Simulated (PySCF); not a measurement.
# Electron correlation in Sb⁺ (antimony, charge +1)

[Kr] 4d10 5s1 5p2 5d1, one real determinant (an excited configuration). Calculation: PySCF 2.14, in aug-cc-pwCVTZ-PP with ECP28MDF; a scalar-relativistic core potential. Frozen: 4s2 4p6 4d10; 4 electrons correlated.

```
  level  correlation energy (mhartree)
   CCSD                         -33.99
    (T)                          -3.45
CCSD(T)                         -37.44
```

Diagnostics: T1 = 0.028, D1 = 0.0750, largest double amplitude 0.394.

The real determinant used has ⟨L²⟩ near 8 against 12 for a pure F term, so it mixes terms. The outer electron is Rydberg-like, and this basis confines it to a smaller radius and binds it less than a complete one would. A double-excitation amplitude exceeds 0.15, a sign of near-degeneracy.

Cost of the coupled-cluster step: of the order of 19 core-seconds, for 4 correlated electrons.

Iterations:

```
CC2 = 0
CCSD nocc = (np.int64(4), np.int64(0)), nmo = (87, 87)
frozen orbitals [[0, 1, 2, 3, 4, 5, 6, 7, 8], [0, 1, 2, 3, 4, 5, 6, 7, 8]]
max_cycle = 100
direct = 0
conv_tol = 1e-08
conv_tol_normt = 1e-06
diis_space = 8
diis_start_cycle = 0
Init t2, MP2 energy = -0.017313717027764
Init E_corr(UCCSD) = -0.0173137170305458
cycle = 1  E_corr(UCCSD) = -0.0224161423516392  dE = -0.00510242532  norm(t1,t2) = 0.050499
cycle = 2  E_corr(UCCSD) = -0.0244140822704231  dE = -0.00199793992  norm(t1,t2) = 0.0369999
cycle = 3  E_corr(UCCSD) = -0.0274793812258597  dE = -0.00306529896  norm(t1,t2) = 0.0328271
cycle = 4  E_corr(UCCSD) = -0.0317232413502129  dE = -0.00424386012  norm(t1,t2) = 0.0266693
cycle = 5  E_corr(UCCSD) = -0.0338421355495187  dE = -0.0021188942  norm(t1,t2) = 0.0127443
cycle = 6  E_corr(UCCSD) = -0.0338601679370473  dE = -1.80323875e-05  norm(t1,t2) = 0.003402
cycle = 7  E_corr(UCCSD) = -0.0341143250417017  dE = -0.000254157105  norm(t1,t2) = 0.000802987
cycle = 8  E_corr(UCCSD) = -0.0340341946954638  dE = 8.01303462e-05  norm(t1,t2) = 0.000621301
cycle = 9  E_corr(UCCSD) = -0.0338839774492412  dE = 0.000150217246  norm(t1,t2) = 0.000444359
cycle = 10  E_corr(UCCSD) = -0.0339975386383171  dE = -0.000113561189  norm(t1,t2) = 0.000615139
cycle = 11  E_corr(UCCSD) = -0.0339806337486852  dE = 1.69048896e-05  norm(t1,t2) = 7.81617e-05
cycle = 12  E_corr(UCCSD) = -0.0339924650408499  dE = -1.18312922e-05  norm(t1,t2) = 5.80685e-05
cycle = 13  E_corr(UCCSD) = -0.0339925151065924  dE = -5.00657425e-08  norm(t1,t2) = 2.30531e-06
cycle = 14  E_corr(UCCSD) = -0.0339925348140149  dE = -1.97074225e-08  norm(t1,t2) = 3.84959e-07
cycle = 15  E_corr(UCCSD) = -0.0339925368805144  dE = -2.06649953e-09  norm(t1,t2) = 8.43814e-08
UCCSD converged
E(UCCSD) = -238.4654672979121  E_corr = -0.03399253688051445
UCCSD(T) correction = -0.00345399760904995
```

The reference is one real determinant that mixes LS terms of this configuration.
